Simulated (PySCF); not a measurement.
Compound: C2H11BNPSi.
Cartesian coordinates in Å at the PBE0-D3(BJ)/def2-SVP level; atoms count from 1:
```xyz
17
C2H11BNPSi angstrom
C     -0.834   -0.684   -1.104
N     -1.051    0.134    0.068
C     -2.282   -0.173    0.762
B     -0.175    1.125    0.512
P      1.479    1.496   -0.424
Si     2.594   -0.263    0.436
H      0.039   -0.328   -1.668
H     -1.711   -0.641   -1.773
H     -0.670   -1.742   -0.834
H     -2.295   -1.224    1.101
H     -2.392    0.477    1.638
H     -3.155   -0.027    0.101
H     -0.486    1.779    1.480
H      2.012    2.428    0.516
H      4.064   -0.036    0.290
H      2.218   -1.483   -0.343
H      2.299   -0.528    1.880
```

Method used: PySCF, TDDFT wB97X-D/def2-SVPD, vertical, gas phase, core orbitals frozen in the response.

Ground-to-excited transition dipoles (e·a0, same axes as the geometry; the sign carries no meaning), for the states with f of 0.002 or more among the lowest 7:

| state | E (eV) | μx | μy | μz |
| --- | --- | --- | --- | --- |
| S1 | 5.493 | -0.606 | -0.010 | -0.018 |
| S2 | 6.379 | 0.076 | 0.296 | -0.283 |
| S3 | 6.520 | -1.221 | -0.305 | -0.234 |
| S4 | 6.720 | 0.194 | -0.554 | 0.410 |
| S5 | 6.945 | -0.333 | -0.350 | 0.243 |
| S6 | 7.094 | -0.157 | 0.118 | 0.062 |
| S7 | 7.264 | 0.287 | 0.467 | 0.211 |

**Question.** What oscillator strength does each state have?

**Answer.** f = (2/3) ΔE |μ|² with ΔE in hartree (27.2114 eV).

```json
{"state": "S1", "|μ|² (au)": "0.368", "|μ| (D)": "1.54", "f": "0.050"}
{"state": "S2", "|μ|² (au)": "0.173", "|μ| (D)": "1.06", "f": "0.027"}
{"state": "S3", "|μ|² (au)": "1.638", "|μ| (D)": "3.25", "f": "0.262"}
{"state": "S4", "|μ|² (au)": "0.513", "|μ| (D)": "1.82", "f": "0.084"}
{"state": "S5", "|μ|² (au)": "0.292", "|μ| (D)": "1.37", "f": "0.050"}
{"state": "S6", "|μ|² (au)": "0.043", "|μ| (D)": "0.52", "f": "0.007"}
{"state": "S7", "|μ|² (au)": "0.345", "|μ| (D)": "1.49", "f": "0.061"}
```

**Question.** What angle do the transition dipoles of S2 and S7 make?

**Answer.** |cos θ| = |μa·μb| / (|μa| |μb|) = 0.41, so θ ≈ 66° (taken between 0 and 90°, since the signs are arbitrary).

**Question.** How is the summed strength of these states shared among x, y and z?

**Answer.** (2/3) Σ ΔE μα² gives 0.332 for x, 0.141 for y and 0.068 for z, 0.541 in all.

**Question.** What peak molar absorption coefficient would the strongest computed level give as a lone Gaussian band 0.5 eV wide at half height?

**Answer.** ε(max) = 2.175×10⁸ f / FWHM, with the width in cm⁻¹. S3: 2.175×10⁸ × 0.2617 / 4033 ≈ 14000 L mol⁻¹ cm⁻¹.

The vertical ionisation energy (ΔSCF) is 8.71 eV, 1.45 eV above S7.

One conformer stands for the species.
